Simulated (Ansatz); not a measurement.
`[NH2][AlH][SiH2]O` → `[NH2][AlH2]` + `O[SiH]` at 600 K and 1 bar (silylene formation by 1,1-elimination).

Gas-phase electronic energies from Ansatz, PBE0-D4/def2-TZVP geometries. CCSD(T)/CBS is the MP2 limit (def2-TZVPP, def2-QZVPP) plus CCSD(T) − MP2 in def2-TZVPP, frozen cores. This one scheme is used for every species. One conformer a species, not always the lowest.

| species | CCSD(T)/CBS energy (Eh) | H − E (kJ/mol) | S (J/(mol·K)) |
| --- | --- | --- | --- |
| `[NH2][AlH][SiH2]O` | -664.64994 | 233.6 | 455.7 |
| `[NH2][AlH2]` | -299.14566 | 138.4 | 304.9 |
| `O[SiH]` | -365.43832 | 81.5 | 278.0 |

H − E and S are ideal-gas, rigid-rotor, harmonic terms from PBE0-D4/def2-TZVP, for one conformer and one mirror image of each species. 1 Eh = 2625.50 kJ/mol, R = 8.31446 J/(mol·K).

**Question.** By hand: ΔE, ΔH, ΔS and ΔG.

**Answer.** ΔE = (-299.14566) + (-365.43832) − (-664.64994) = 0.06596 Eh = 173.2 kJ/mol. Δ(H − E) = 138.4 + 81.5 − 233.6 = -13.7, so ΔH = 159.5 kJ/mol. ΔS = 304.9 + 278.0 − 455.7 = 127.2 J/(mol·K). ΔG = 159.5 − 600 × (127.2)/1000 = 83.2 kJ/mol.

**Question.** By hand: the equilibrium constant, and the temperature at which ΔG would vanish if ΔH and ΔS stayed fixed.

**Answer.** log₁₀ K = −ΔG/(RT ln 10) = -7.2. ΔG = 0 at ΔH/ΔS = 1254 K.

The number of gas molecules changes by +1, which sets the sign of ΔS. A doubt of 5 kJ/mol in ΔE shifts log₁₀ K by 0.4 here. Other conformers and mirror images would add mixing entropy, several J/(mol·K) or more a flexible species. Modes under 60 cm⁻¹, often nearly free rotors, make the harmonic entropy too high. These are equilibria of isolated gas molecules and say nothing of rates. Largest T1 diagnostic: 0.016 (customary marks: 0.02 for closed shells, 0.045 for open ones).
